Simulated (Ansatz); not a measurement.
The cluster Ge4O9H2. Total charge 0; singlet. Geometry PBE-D4/def2-SVP.

```xyz
15

Ge    0.9291   -1.9174    0.0156
Ge    0.1372    1.1099   -0.6833
Ge   -1.6313    2.5108    1.5054
Ge   -2.2329   -1.0000   -0.4425
O     0.8758    0.0294    0.6851
O    -0.8446   -2.1086   -0.0047
O    -1.2914    0.3487   -1.3235
O     2.0841   -2.7538    0.8492
O     1.5351    1.2483   -1.7886
O     1.3337   -1.1940   -1.7642
O     2.2426   -0.1743   -1.6604
O    -0.3553    2.5685    0.2189
O    -2.0163    0.6762    1.4114
H    -2.5840    0.3845    2.1536
H     1.8183    0.2717    0.8281
```

The structure holds one bond between oxygen atoms, so isomers without such links may lie far lower. Another isomer (singlet) lies 4.44 eV lower at PBE0-D4/def2-TZVP; other spin states weren't run for this one.

Question: Estimate the orbital energies around the gap (eV) in Ansatz with PBE-D4/def2-TZVP, r2SCAN-D4/def2-TZVP, PBE0-D4/def2-TZVP.

Answer: 
```json
{"orbital": "HOMO−9", "PBE-D4/def2-TZVP": "-8.62", "r2SCAN-D4/def2-TZVP": "-9.03", "PBE0-D4/def2-TZVP": "-10.22"}
{"orbital": "HOMO−8", "PBE-D4/def2-TZVP": "-8.16", "r2SCAN-D4/def2-TZVP": "-8.55", "PBE0-D4/def2-TZVP": "-9.78"}
{"orbital": "HOMO−7", "PBE-D4/def2-TZVP": "-8.05", "r2SCAN-D4/def2-TZVP": "-8.47", "PBE0-D4/def2-TZVP": "-9.67"}
{"orbital": "HOMO−6", "PBE-D4/def2-TZVP": "-7.87", "r2SCAN-D4/def2-TZVP": "-8.29", "PBE0-D4/def2-TZVP": "-9.49"}
{"orbital": "HOMO−5", "PBE-D4/def2-TZVP": "-7.75", "r2SCAN-D4/def2-TZVP": "-8.16", "PBE0-D4/def2-TZVP": "-9.34"}
{"orbital": "HOMO−4", "PBE-D4/def2-TZVP": "-7.49", "r2SCAN-D4/def2-TZVP": "-7.86", "PBE0-D4/def2-TZVP": "-8.91"}
{"orbital": "HOMO−3", "PBE-D4/def2-TZVP": "-7.02", "r2SCAN-D4/def2-TZVP": "-7.31", "PBE0-D4/def2-TZVP": "-8.19"}
{"orbital": "HOMO−2", "PBE-D4/def2-TZVP": "-6.27", "r2SCAN-D4/def2-TZVP": "-6.66", "PBE0-D4/def2-TZVP": "-8.00"}
{"orbital": "HOMO−1", "PBE-D4/def2-TZVP": "-6.18", "r2SCAN-D4/def2-TZVP": "-6.50", "PBE0-D4/def2-TZVP": "-7.61"}
{"orbital": "HOMO", "PBE-D4/def2-TZVP": "-5.87", "r2SCAN-D4/def2-TZVP": "-6.20", "PBE0-D4/def2-TZVP": "-7.38"}
{"orbital": "LUMO", "PBE-D4/def2-TZVP": "-3.83", "r2SCAN-D4/def2-TZVP": "-3.83", "PBE0-D4/def2-TZVP": "-3.12"}
{"orbital": "LUMO+1", "PBE-D4/def2-TZVP": "-3.68", "r2SCAN-D4/def2-TZVP": "-3.57", "PBE0-D4/def2-TZVP": "-2.54"}
{"orbital": "LUMO+2", "PBE-D4/def2-TZVP": "-2.83", "r2SCAN-D4/def2-TZVP": "-2.67", "PBE0-D4/def2-TZVP": "-1.98"}
{"orbital": "LUMO+3", "PBE-D4/def2-TZVP": "-2.12", "r2SCAN-D4/def2-TZVP": "-1.88", "PBE0-D4/def2-TZVP": "-1.13"}
{"orbital": "LUMO+4", "PBE-D4/def2-TZVP": "-2.00", "r2SCAN-D4/def2-TZVP": "-1.77", "PBE0-D4/def2-TZVP": "-1.05"}
{"orbital": "LUMO+5", "PBE-D4/def2-TZVP": "-1.27", "r2SCAN-D4/def2-TZVP": "-0.97", "PBE0-D4/def2-TZVP": "-0.45"}
```
